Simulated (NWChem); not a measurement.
CH$_{5}$Al; SMILES [AlH2][CH3]

Results from NWChem. Pople sets run with spherical d functions. Medium grid unless said otherwise, to which SCAN and Minnesota functionals are sensitive. All runs use the structure optimised with PBE0/def2-SVP. Hybrids' shares of exact exchange are those that their runs print; pure functionals count as 0. The functionals differ in more than this share.

| row | share of exact exchange | highest occupied level (eV) |
|---|---|---|
| PBE/6-31G* | 0.00 | -6.65 |
| TPSS/6-31G* | 0.00 | -6.82 |
| B3LYP/6-31G* | 0.20 | -7.70 |
| B97-2/6-31G* | 0.21 | -7.71 |
| PBE0/6-31G* | 0.25 | -7.96 |
| BHandHLYP/6-31G* | 0.50 | -9.14 |
| M05-2X/6-31G* | 0.56 | withheld |

Problem. Fit a straight line of the last column on the one before it, predict the withheld value, and compare with the run.

Solution. 
1. Means of the 6 shown rows: x = 0.193, y = -7.663. Slope Σ(x − x̄)(y − ȳ)/Σ(x − x̄)² = -0.8296/0.1723 = -4.814; intercept -6.733.
2. The shown rows scatter about the line by 0.052 (root mean square); the largest residual is -0.09, at TPSS/6-31G*.
3. At x = 0.56 (M05-2X/6-31G*; beyond the shown range) the line gives -9.43.
4. The run gives -9.20, +0.23 from the line, 4.4 times the scatter.
